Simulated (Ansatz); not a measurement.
Two spin states of LuH, each at its own minimum; 2S+1 = 1, 3 were tried, and our sources give no spin for the ground state. No spin–orbit coupling.

```json
[
 {"level": "PBE/def2-TZVPP", "energy of the multiplicity-3 state above the multiplicity-1 state (kcal/mol)": "27.39"},
 {"level": "PBE0/def2-TZVPP", "energy of the multiplicity-3 state above the multiplicity-1 state (kcal/mol)": "27.57"},
 {"level": "wB97X-V/def2-TZVPP", "energy of the multiplicity-3 state above the multiplicity-1 state (kcal/mol)": "34.62"},
 {"level": "CCSD/def2-TZVPP", "energy of the multiplicity-3 state above the multiplicity-1 state (kcal/mol)": "36.08"},
 {"level": "CCSD(T)/def2-TZVPP", "energy of the multiplicity-3 state above the multiplicity-1 state (kcal/mol)": "38.14"}
]
```

The rows run from 27.39 (PBE/def2-TZVPP) to 38.14 kcal/mol (CCSD(T)/def2-TZVPP). The 3 functionals in def2-TZVPP without D3 or D4 span 7.24, from PBE to wB97X-V.

Each state is the lowest solution found for its spin in def2 and cc sets. The singlet is a restricted closed-shell determinant, which can mix singlet states where a π or δ shell is part-filled.

Correlated levels freeze the inner cores; with def2 sets outer-core shells near the valence are correlated too.

Doubts at one or more of the structures used: a restricted determinant that unrestricted orbitals would lower (CCSD/def2-TZVPP, CCSD(T)/def2-TZVPP).

Programs: Ansatz (Gaussian orbitals). Values without a source in brackets are computed. In def2 rows elements past Kr take small-core potentials, without spin–orbit coupling.

Ansatz is a quantum-chemistry and plane-wave program.
